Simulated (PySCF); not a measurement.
**Electron correlation in Bi(3+) (bismuth, charge +3)**

[Xe] 4f14 5d10 6s2, closed-shell 1S. Computed with PySCF 2.14 in def2-TZVPPD with the def2 core potential (60 electrons), with a scalar-relativistic core potential. Frozen: nothing; 20 electrons correlated.

MP2 pair energies summed by pair of shells (mhartree):

```json
{"pair": "5d-5d", "energy": "-201.73", "share (%)": "50.8"}
{"pair": "5d-6s", "energy": "-101.00", "share (%)": "25.4"}
{"pair": "5p-5d", "energy": "-40.43", "share (%)": "10.2"}
{"pair": "6s-6s", "energy": "-21.38", "share (%)": "5.4"}
{"pair": "5p-5p", "energy": "-11.86", "share (%)": "3.0"}
{"pair": "5p-6s", "energy": "-7.98", "share (%)": "2.0"}
{"pair": "5s-5d", "energy": "-6.82", "share (%)": "1.7"}
{"pair": "5s-5p", "energy": "-4.37", "share (%)": "1.1"}
{"pair": "5s-5s", "energy": "-0.87", "share (%)": "0.2"}
{"pair": "5s-6s", "energy": "-0.50", "share (%)": "0.1"}
```

Total MP2 correlation energy: -396.95 mhartree.

Same-spin part -139.83 and opposite-spin part -257.12 mhartree; SCS-MP2 scales them by 1/3 and 6/5 to -355.16 mhartree.

The basis has no tight functions for the innermost shells, so their pair energies are far from complete.

This basis was not built for core-valence correlation, so the inner-shell part is incomplete.
